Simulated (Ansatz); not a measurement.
Z-matrix (Å, degrees):
```
C
C 1 1.497
H 1 1.094 2 109.5
H 1 1.091 2 111.8 3 119.7
H 1 1.094 2 111.3 3 -119.0
O 2 1.521 1 114.5 3 -170.2
B 2 1.510 1 125.5 3 -110.4
H 2 1.089 1 114.2 3 61.6
O 7 1.343 2 159.4 1 82.4
H 9 0.959 7 113.5 2 3.0
```

The species carries charge 0 and has multiplicity 1.

**Question.** List the ωB97M-V/def2-TZVPP orbital energies in eV (the Gaussian-basis code of Ansatz). (Estimate.)

**Answer.** Computed: Occupied: -527.02, -526.25, -282.56, -281.36, -188.83, -32.12, -31.61, -23.68, -19.65, -18.66, -16.46, -15.32, -14.60, -14.45, -13.67, -13.15, -12.74, -11.05, -9.98. Lowest empty: 1.75, 2.78, 3.11, 3.41, 4.02, 4.43, 4.87, 5.22.
